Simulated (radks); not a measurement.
Values are calculated unless marked as measured or tabulated.
Charge is removed step by step from the 5s1/2 level of neutral tin, starting from [Kr] 4d10 5s2 5p2. Level of theory: Dirac Kohn-Sham, PBE, spin-unpolarised, spherical densities, finite nucleus; open shells are shared between the two j in proportion to 2j + 1; Fermi nuclear charge, rms radius 4.6519 fm (a radial shooting solver on a logarithmic mesh with Libxc functionals).

| removed (e) | E - E(0) (eV) | eigenvalue (eV) | E minus straight line (eV) |
|---|---|---|---|
| 0 | 0.000 | -10.541 | 0.000 |
| 0.1 | 1.092 | -11.297 | -0.360 |
| 0.2 | 2.260 | -12.070 | -0.643 |
| 0.3 | 3.506 | -12.856 | -0.849 |
| 0.4 | 4.832 | -13.656 | -0.975 |
| 0.5 | 6.238 | -14.468 | -1.021 |
| 0.6 | 7.726 | -15.291 | -0.984 |
| 0.7 | 9.296 | -16.126 | -0.865 |
| 0.8 | 10.951 | -16.971 | -0.662 |
| 0.9 | 12.691 | -17.826 | -0.374 |
| 1 | 14.517 | -18.691 | 0.000 |

Removing the whole electron costs 14.517 eV by Delta-SCF, against 10.541 eV from minus the eigenvalue at the starting occupation. Slater's transition state (half an electron removed) gives 14.468 eV. Integrating minus the eigenvalue over the occupation (Janak's theorem) gives 14.517 eV. The mean slope of the eigenvalue, de/dn, is 8.15 eV per electron.
